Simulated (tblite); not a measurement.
Run record: tight-binding relaxation, `BOB(OC)/C(C)=C\C`.

Computed with GFN2-xTB geometry optimisation, gas phase (tblite 0.8.0). Start geometry: from a force field or distance geometry. The input is one job of a driver script: a line of settings, then coordinates in Å.

Command:
```bash
OMP_NUM_THREADS=1 python probes_run.py task.json out
```

Input:
```
{"job": {"kind": "relax", "xc": "GFN2-xTB", "basis": "xTB"}, "charge": 0, "multiplicity": 1}
B     -1.814400     2.204400     0.116800
O     -0.825600     1.389800     0.784500
B     -0.224600     0.409600    -0.132700
O     -1.143400    -0.103500    -1.170100
C     -2.180200    -0.787600    -0.519300
C      0.847400    -0.521300     0.481300
C      0.486000    -1.579600     1.446100
C      2.133500    -0.361700     0.149200
C      2.549600     0.682300    -0.819300
H     -1.481100     3.312000    -0.120600
H     -2.930500     2.071800     0.527600
H     -2.184600    -1.843700    -0.889800
H     -2.030800    -0.798500     0.594200
H     -3.163400    -0.311000    -0.751400
H     -0.071000    -1.151500     2.321600
H      1.337100    -2.150700     1.861900
H     -0.133100    -2.336200     0.896000
H      2.867700    -1.049600     0.602500
H      2.238300     0.450800    -1.873600
H      3.659700     0.810800    -0.755300
H      2.054500     1.680400    -0.595300
```

Question: What does the run print?

Answer: 
```
step      E/eV     max force
  0    -746.55897    4.275
  1    -747.26211    2.779
  2    -747.59736    3.104
  3    -747.77661    1.498
  4    -747.86273    0.641
  5    -747.90259    0.621
  6    -747.92960    0.475
  7    -747.96416    0.471
  8    -747.99614    0.569
  9    -748.03690    0.590
... (169 lines left out)
179    -749.02284    0.033
180    -749.02301    0.037
181    -749.02319    0.030
182    -749.02330    0.021
183    -749.02338    0.016
184    -749.02343    0.016
185    -749.02349    0.018
186    -749.02354    0.017
187    -749.02357    0.011
188    -749.02359    0.010
```

«max force» is the largest atomic force in eV/Å.

Question: From which step on does the largest force stay under 0.1 eV/Å, and how much energy is left to gain from there?

Answer: From step 170 (0.034 eV/Å), 1.4 meV above the end.

In short: energy lowered by 56.8 kcal/mol over 188 steps; largest atomic force 0.010 eV/Å at the end.

The run took 4.4 s wall on Intel Xeon at 2.50 GHz, one thread, no GPU, shared host.
Labels such as C1 count atoms from 1, the log's own numbers from 0.
